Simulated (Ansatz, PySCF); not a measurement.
Dimer: CH5N (SMILES CN) (first 7 atoms) with H4OSi (SMILES O[SiH3]); geometry from B3LYP-D3(BJ)/def2-TZVP, rigid monomers moved along the line of their centres of mass till N2···H10 is 2.52 Å.
(charge 0, multiplicity 1):
```xyz
13

C      0.23804    -0.36064    -0.12009
N     -0.26851     0.97108     0.23593
H     -0.45843    -1.11576     0.24456
H      1.19232    -0.52429     0.38071
H      0.38087    -0.51185    -1.19492
H     -1.16393     1.14785    -0.20461
H      0.36596     1.69609    -0.07860
O     -0.55133     0.96313     3.72913
Si    -0.11396    -0.41795     4.48421
H     -0.48459     1.00263     2.74261
H     -0.93238    -1.58525     4.05269
H     -0.29949    -0.21890     5.93850
H      1.30832    -0.77909     4.22854
```

Monomers are frozen at their geometry in the pair; levels with a basis set take the counterpoise correction.

Correlated levels freeze the cores.

Programs: Ansatz (Gaussian orbitals); PySCF for the dispersion terms. Values without a source in brackets are computed.

PBE/def2-TZVPPD gives -6.18 kcal/mol for the interaction energy.

**Question.** Where do these levels fall relative to PBE: PBE-D3(BJ)/def2-TZVPPD, r2SCAN/def2-TZVPPD, PBE0/def2-TZVPPD, wB97M-V/def2-TZVPPD, MP2/aug-cc-pV(D+d)Z, CCSD(T)/aug-cc-pV(D+d)Z.

**Answer.** PBE-D3(BJ)/def2-TZVPPD -0.86; r2SCAN/def2-TZVPPD -0.01; PBE0/def2-TZVPPD 0.23; wB97M-V/def2-TZVPPD -0.26; MP2/aug-cc-pV(D+d)Z -0.06; CCSD(T)/aug-cc-pV(D+d)Z -0.05 kcal/mol. 1 of 6 lie above PBE; the widest gap is to PBE-D3(BJ)/def2-TZVPPD.

Ansatz is a first-principles code.
